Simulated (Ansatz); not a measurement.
The lowest singlet and triplet of Cl2Ge (SMILES [Cl][Ge][Cl]); geometries from B3LYP-D3(BJ)/def2-TZVP, each state relaxed from the structure named, with no frequency check.
Singlet at the triplet's geometry (charge 0, multiplicity 1):
| atom | x (Å) | y (Å) | z (Å) |
|---|---|---|---|
| Cl | -1.8779 | -0.5407 | 0.0000 |
| Ge | -0.0004 | 0.5732 | 0.0000 |
| Cl | 1.8786 | -0.5382 | 0.0000 |

A positive gap puts the triplet lower; no zero-point energy. R- takes a restricted singlet. U- takes an unrestricted singlet (broken symmetry where lower, unprojected). The triplet is unrestricted in single-reference levels. Active spaces average the two states.

Cores are frozen in the correlated methods. Filled d and f shells under p-block atoms count as core.

Run with Ansatz (a first-principles code) with Gaussian orbitals. Each number belongs to the level named beside it.

| level | gap E(singlet) − E(triplet), vertical, at the triplet's geometry (kcal/mol) |
|---|---|
| U-HF/def2-QZVPP | -38.29 |
| R-wB97M-V/def2-TZVPP | -57.85 |
| U-B2PLYP/def2-TZVPP | -56.68 |
| U-MP2/def2-SVP | -50.93 |
| U-SCS-MP2/def2-QZVPP | -56.73 |
| R-CCSD/def2-TZVPP | -52.80 |
| U-CCSD/def2-QZVPP | -53.59 |
| SA-CASSCF(2,2)/def2-QZVPP | -48.59 |
| FIC-MRCISD+Q on SA-CASSCF(2,2)/def2-QZVPP | (withheld) |

Problem. What belongs in the gaps?

Solution. 
- FIC-MRCISD+Q on SA-CASSCF(2,2)/def2-QZVPP, gap E(singlet) − E(triplet), vertical, at the triplet's geometry (kcal/mol): -54.70
